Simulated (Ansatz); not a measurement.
`CN(C)c1cc2sc(-c3cc4sc(-c5cc6sc(-c7cc8sc(-c9cc%10sc(-c%11cc%12sc(C#N)cc%12s%11)cc%10s9)cc8s7)cc6s5)cc4s3)cc2s1`. The state is a triplet with charge 0. Geometry PBE-D4/def2-SVP, that of the neutral singlet; atoms count from 1.

Cartesian coordinates in Å:
```
C 7.490 12.202 10.376
N 8.087 10.904 10.131
C 9.101 10.410 11.040
C 7.396 10.023 9.334
C 6.243 10.262 8.579
C 5.864 9.101 7.851
S 4.575 8.719 6.747
C 5.166 7.059 6.550
C 4.478 6.133 5.689
C 4.567 4.737 5.685
C 3.758 4.165 4.675
S 3.413 2.541 4.151
C 2.292 3.130 2.913
C 1.612 2.190 2.062
C 1.594 0.794 2.147
C 0.808 0.218 1.123
S 0.380 -1.407 0.667
C -0.603 -0.819 -0.683
C -1.294 -1.743 -1.543
C -1.958 -1.464 -2.743
C -2.520 -2.628 -3.312
S -3.434 -2.972 -4.753
C -3.499 -4.697 -4.353
C -4.172 -5.608 -5.239
C -4.773 -5.336 -6.472
C -5.327 -6.500 -7.052
S -6.177 -6.851 -8.528
C -6.309 -8.563 -8.098
C -6.967 -9.492 -8.981
C -7.098 -10.875 -8.824
C -7.811 -11.457 -9.898
S -8.302 -13.074 -10.303
C -9.064 -12.498 -11.792
C -9.707 -13.416 -12.653
N -10.240 -14.188 -13.364
C -8.939 -11.117 -11.961
C -8.231 -10.535 -10.886
S -7.735 -8.919 -10.468
C -5.712 -8.835 -6.862
C -5.161 -7.672 -6.280
S -4.305 -7.320 -4.804
C -2.842 -4.976 -3.151
C -2.294 -3.810 -2.570
S -1.381 -3.462 -1.129
C -0.584 0.578 -0.768
C 0.214 1.153 0.246
S 0.649 2.779 0.697
C 2.205 4.525 2.915
C 3.033 5.101 3.906
S 3.386 6.726 4.427
C 6.307 6.827 7.323
C 6.687 7.976 8.052
S 7.978 8.353 9.170
H 6.550 12.138 10.974
H 7.250 12.705 9.416
H 8.213 12.840 10.917
H 9.711 11.258 11.404
H 8.679 9.871 11.922
H 9.784 9.716 10.507
H 5.711 11.218 8.558
H 5.173 4.177 6.408
H 2.122 0.238 2.932
H -2.008 -0.459 -3.179
H -4.794 -4.333 -6.918
H -6.686 -11.425 -7.969
H -9.350 -10.585 -12.828
H -5.690 -9.836 -6.415
H -2.765 -5.988 -2.733
H -1.139 1.139 -1.530
H 1.556 5.084 2.228
H 6.840 5.868 7.323
```

Single mean-field runs in def2-SVP are fitted with def2-universal-jkfit. At PBE0-D4/def2-SVP a singlet of charge 0 lies 1.57 eV below the triplet at the same geometry.

**Question.** Estimate the Mulliken populations of the heavy atoms from the PBE0/def2-SVP orbitals of Ansatz.

**Answer.** 
| atom | charge (e) | spin (α − β) |
| --- | --- | --- |
| C1 | 0.05 | 0.00 |
| N2 | -0.38 | 0.02 |
| C3 | 0.04 | 0.00 |
| C4 | 0.04 | 0.04 |
| C5 | -0.06 | -0.01 |
| C6 | -0.06 | 0.05 |
| S7 | 0.14 | 0.00 |
| C8 | -0.12 | -0.05 |
| C9 | -0.11 | 0.14 |
| C10 | -0.01 | -0.07 |
| C11 | -0.06 | 0.12 |
| S12 | 0.14 | 0.01 |
| C13 | -0.10 | -0.07 |
| C14 | -0.09 | 0.24 |
| C15 | -0.03 | -0.06 |
| C16 | -0.05 | 0.16 |
| S17 | 0.14 | 0.02 |
| C18 | -0.10 | 0.11 |
| C19 | -0.11 | 0.14 |
| C20 | -0.02 | 0.15 |
| C21 | -0.05 | 0.00 |
| S22 | 0.13 | 0.01 |
| C23 | -0.09 | 0.24 |
| C24 | -0.10 | -0.06 |
| C25 | -0.03 | 0.18 |
| C26 | -0.05 | -0.07 |
| S27 | 0.15 | 0.01 |
| C28 | -0.11 | 0.16 |
| C29 | -0.10 | -0.07 |
| C30 | -0.01 | 0.11 |
| C31 | -0.06 | -0.04 |
| S32 | 0.20 | 0.01 |
| C33 | -0.27 | 0.07 |
| C34 | -0.08 | -0.02 |
| N35 | -0.01 | 0.03 |
| C36 | 0.07 | -0.04 |
| C37 | -0.07 | 0.05 |
| S38 | 0.16 | 0.01 |
| C39 | -0.02 | -0.08 |
| C40 | -0.06 | 0.11 |
| S41 | 0.14 | 0.02 |
| C42 | -0.04 | -0.04 |
| C43 | -0.05 | 0.14 |
| S44 | 0.14 | 0.02 |
| C45 | -0.02 | 0.17 |
| C46 | -0.05 | -0.01 |
| S47 | 0.14 | 0.00 |
| C48 | -0.03 | 0.17 |
| C49 | -0.06 | -0.05 |
| S50 | 0.15 | -0.01 |
| C51 | 0.00 | 0.08 |
| C52 | -0.07 | -0.02 |
| S53 | 0.09 | -0.01 |
Mulliken values depend strongly on the basis.

**Question.** Where does the spin sit?

**Answer.** Summed by element: C 1.87, N 0.05, S 0.10, H -0.03, of 2 unpaired in all. Largest on single atoms: C23 0.24, C14 0.24, C25 0.18.

**Question.** And the Mayer bond orders between heavy atoms (over 0.3, the first 40 of 64)?

**Answer.** C1–N2 0.99 (1.45 Å); N2–C3 0.98 (1.45 Å); N2–C4 1.16 (1.37 Å); C4–C5 1.45 (1.40 Å); C4–S53 1.10 (1.78 Å); C5–C6 1.26 (1.42 Å); C6–S7 1.09 (1.74 Å); C6–C52 1.40 (1.41 Å); S7–C8 1.08 (1.77 Å); C8–C9 1.19 (1.44 Å); C8–C51 1.48 (1.40 Å); C9–C10 1.47 (1.40 Å); C9–S50 1.09 (1.77 Å); C10–C11 1.32 (1.41 Å); C11–S12 1.07 (1.74 Å); C11–C49 1.35 (1.41 Å); S12–C13 1.08 (1.77 Å); C13–C14 1.29 (1.44 Å); C13–C48 1.40 (1.40 Å); C14–C15 1.35 (1.40 Å); C14–S47 1.06 (1.77 Å); C15–C16 1.41 (1.41 Å); C16–S17 1.05 (1.74 Å); C16–C46 1.28 (1.41 Å); S17–C18 1.05 (1.77 Å); C18–C19 1.36 (1.44 Å); C18–C45 1.30 (1.40 Å); C19–C20 1.30 (1.40 Å); C19–S44 1.04 (1.77 Å); C20–C21 1.44 (1.41 Å); C21–S22 1.05 (1.74 Å); C21–C43 1.27 (1.41 Å); S22–C23 1.06 (1.77 Å); C23–C24 1.31 (1.44 Å); C23–C42 1.33 (1.40 Å); C24–C25 1.38 (1.40 Å); C24–S41 1.07 (1.77 Å); C25–C26 1.35 (1.41 Å); C26–S27 1.07 (1.74 Å); C26–C40 1.34 (1.41 Å).
